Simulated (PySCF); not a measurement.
The second ionisation energy along group 6

Calculated with PySCF 2.14 from differences of total energies of unrestricted determinants, without spin-orbit coupling. Values in eV. The last column holds reference values (NIST; (s) semi-empirical, (t) theoretical, else measured). Unmarked ones compare directly (S terms, centres of terms, or small fine structure); those marked * lie between the lowest fine-structure levels and include a spin-orbit shift.

```csv
element,configurations,UHF,LDA,PBE0,MP2 (valence),SCS-MP2 (valence),CCSD(T) (valence),reference
"Cr (aug-cc-pVTZ, non-relativistic)",[Ar] 3d5 → [Ar] 3d4,15.134,17.653,16.920,16.115,15.461,16.165,16.486 *
"Mo (aug-cc-pVTZ-PP with ECP28MDF, ECP)",[Kr] 4d5 → [Kr] 4d4,15.082,16.638,16.270,15.746,15.303,15.810,16.16 ± 0.12 (s) *
"W (aug-cc-pVTZ-PP with ECP60MDF, ECP)",[Xe] 4f14 5d4 6s1 → [Xe] 4f14 5d4,14.995,16.582,16.066,15.495,15.162,15.576,16.37 ± 0.15 (s) *
```

"Valence" correlates the outer s and p shells and, in groups 3 to 12 and the f block, the outer d or f shell, open or full, or the next shell where the ion has no valence electron left; the wider scheme adds the next inner shell.
